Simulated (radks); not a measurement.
The numbers below are computed, except where a source is named.
How relativity changes the ionisation of neutral antimony ([Kr] 4d10 5s2 5p3) to Sb+ ([Kr] 4d10 5s2 5p2). Spin-unpolarised spherical Kohn-Sham, BLYP, point nucleus unless stated (finite: rms radius 4.6802 fm), a radial shooting solver on a logarithmic mesh with Libxc functionals. A level marked "c x" has the speed of light scaled by that factor and shares open shells by 2j + 1; other Dirac levels either fill j = l - 1/2 first or share by 2j + 1.

| level | E(Sb) (hartree) | E(Sb+) (hartree) | IE (eV) | HOMO | <r> HOMO (bohr) |
|---|---|---|---|---|---|
| non-rel. | -6315.99358 | -6315.69093 | 8.236 | 5p | 2.948 |
| scalar-rel. | -6482.09308 | -6481.79186 | 8.197 | 5p | 2.933 |
| scalar-rel., finite nucleus | -6481.91075 | -6481.60952 | 8.197 | 5p | 2.933 |
| Dirac, 2j+1 shares | -6484.14098 | -6483.83913 | 8.214 | 5p3/2 | 2.982 |
| Dirac, low j first | -6484.16336 | -6483.87522 | 7.841 | 5p3/2 | 3.000 |
| Dirac, 2j+1 shares, finite nucleus | -6483.95807 | -6483.65622 | 8.214 | 5p3/2 | 2.982 |
| Dirac, c x 0.75 | -6633.32401 | -6633.02213 | 8.215 | 5p3/2 | 3.015 |
| Dirac, c x 3 | -6333.55875 | -6333.25622 | 8.232 | 5p3/2 | 2.951 |
| Dirac, c x 100 | -6316.00927 | -6315.70662 | 8.236 | 5p3/2 | 2.948 |

NIST Atomic Spectra Database: 8.608 eV (measured). The relativistic part of the total energy of Sb is -168 hartree (Dirac, 2j+1 shares, finite nucleus), 2.7 % of the non-relativistic value. Spin polarisation and multiplet splitting of open shells are left out at every level.

Beside tabulated values, note that relativity, absent from the non-relativistic runs, is large for the heavy elements, and spin-unpolarised runs miss the spin-polarisation part of the exchange energy of open shells.
